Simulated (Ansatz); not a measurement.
Geometry optimisation, UKS B3LYP-D4/def2-SVP (Ansatz).

Input:

```yaml
crystal:
  periodic: [false, false, false]
  atoms:
    - { symbol: Sn, position_ang: [-0.02242, 4.3e-05, -0.081339] }
    - { symbol: Cl, position_ang: [-0.585269, -0.000459, 3.484781] }
    - { symbol: H, position_ang: [1.624702, -0.000167, -0.728401] }
    - { symbol: Cl, position_ang: [-1.084788, 1.915604, -1.048664] }
    - { symbol: Cl, position_ang: [-1.084807, -1.91543, -1.048742] }
    - { symbol: H, position_ang: [0.523182, 0.000409, 4.227966] }
magnetization:
  spin_polarized: true
  initial_magnetization: 1
basis:
  gaussian: { orbitals: def2-SVP }
hamiltonian:
  xc: b3lyp
  dispersion: d4
relax:
  f_tol: 0.03
  max_steps: 50
output:
  orbitals: {}
```

Launched with:

```bash
$ ansatz run input.yaml --threads 4 --pin off --max-ram 5120MiB --backend cpu --events-out ev --progress --plain --runs-dir out
```

Q: Where does it end, and by what steps?

A: It converged. The force dipped under the threshold on the way, but the program's further checks kept it going. After 12 steps the energy has fallen by 0.033 eV; H6 moved furthest, 0.36 Å.

```
step  energy less start (eV)  largest force component (eV/Å)  accepted
   0                  0.0000                           0.968       yes
   1                  0.0282                           1.575        no
   2                 -0.0280                           0.064       yes
   3                 -0.0299                           0.020       yes
   4                 -0.0317                           0.082       yes
   5                 -0.0318                           0.081       yes
   6                 -0.0323                           0.004       yes
   7                 -0.0322                           0.035        no
   8                 -0.0324                           0.010       yes
   9                 -0.0324                           0.041       yes
  10                 -0.0324                           0.127        no
  11                 -0.0334                           0.030       yes
  12                 -0.0334                           0.022       yes
```

```xyz
6
Properties=species:S:1:pos:R:3
Sn 0.073 0.002 -0.004
Cl -0.733 -0.034 3.490
H 1.661 -0.004 -0.797
Cl -1.060 1.922 -0.878
Cl -1.072 -1.914 -0.872
H 0.501 0.028 3.867
```

Whether the end is a true minimum wasn't checked by a vibrational analysis.

Run time: 44 s on 4 threads of Arm Neoverse N1, with other jobs on the host, peak memory 0.32 GiB.
